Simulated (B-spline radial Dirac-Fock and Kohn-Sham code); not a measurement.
Elastic scattering of 50 eV electrons by atomic helium

The computed values come from a radial finite-basis atomic code: relativistic (Dirac) partial waves in the static field of the Dirac-Fock atom with Furness-McCarthy exchange, without polarisation or absorption potentials. Below a few hundred eV the neglected polarisation potential matters, most of all at small angles.

```
θ (°)  dσ/dΩ (Å²/sr)
    0          0.331
    1          0.331
    2          0.330
    3          0.330
    5          0.327
    7          0.324
   10          0.317
   15          0.301
   20          0.280
   25          0.257
   30          0.232
   40          0.184
   50          0.144
   60          0.113
   70         0.0901
   80         0.0745
   90         0.0640
  100         0.0568
  110         0.0520
  120         0.0487
  130         0.0464
  140         0.0449
  150         0.0439
  160         0.0433
  170         0.0429
  180         0.0428
```

Q: What integrated cross sections go with this distribution?

A: The total elastic cross section is 1.18 Å², the first transport cross section 0.776 Å² and the second, weighted with (3/2) sin²θ, 0.999 Å². The mean deflection is ⟨1 − cos θ⟩ = 0.658, and 27 % of the collisions scatter beyond 90°.

Phase shifts modulo π (rad) for κ = −1 to −5: 1.290, 0.311, 0.072, 0.018, 0.005.
